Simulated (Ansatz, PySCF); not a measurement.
1,1-dichlorocyclopropane (C₃H₄Cl₂), SMILES ClC1(Cl)CC1.

The structure is a stationary point at ωB97X-D3(BJ)/def2-SVP.

Vertical ionisation energy (IE) and electron affinity (EA) in eV. Rows of orbital energies are one-electron estimates. Where ΔSCF, EOM or ADC give a negative EA the extra electron is unbound and the value depends on the basis.

| level | IE | EA |
|---|---|---|
| −ε(HOMO), −ε(LUMO), HF/def2-TZVP (PySCF) | (withheld) | (withheld) |
| −ε(HOMO), −ε(LUMO), PBE/def2-TZVP (PySCF) | 6.54 | 0.96 |
| ΔSCF, CAM-B3LYP/def2-SVPD (Ansatz), final states of multiplicity 2 and 2 | 10.27 | -1.66 |
| ΔSCF, PBE/def2-SVPD (Ansatz), final states of multiplicity 2 and 2 | 9.68 | -1.25 |

**Question.** Fill in the missing entries. (Estimate from the structure and the level; the computed values follow.)

**Answer.** 
- −ε(HOMO), −ε(LUMO), HF/def2-TZVP (PySCF), IE: 10.94
- −ε(HOMO), −ε(LUMO), HF/def2-TZVP (PySCF), EA: -4.21

**Question.** What vertical singlet–triplet gap does ΔSCF give with CAM-B3LYP/def2-SVPD (Ansatz, an electronic-structure program) and with PBE/def2-SVPD (Ansatz)? (An estimate is asked for; the answer gives what the named calculation found.)

**Answer.** 6.21 and 5.51 eV (triplet above singlet where positive).
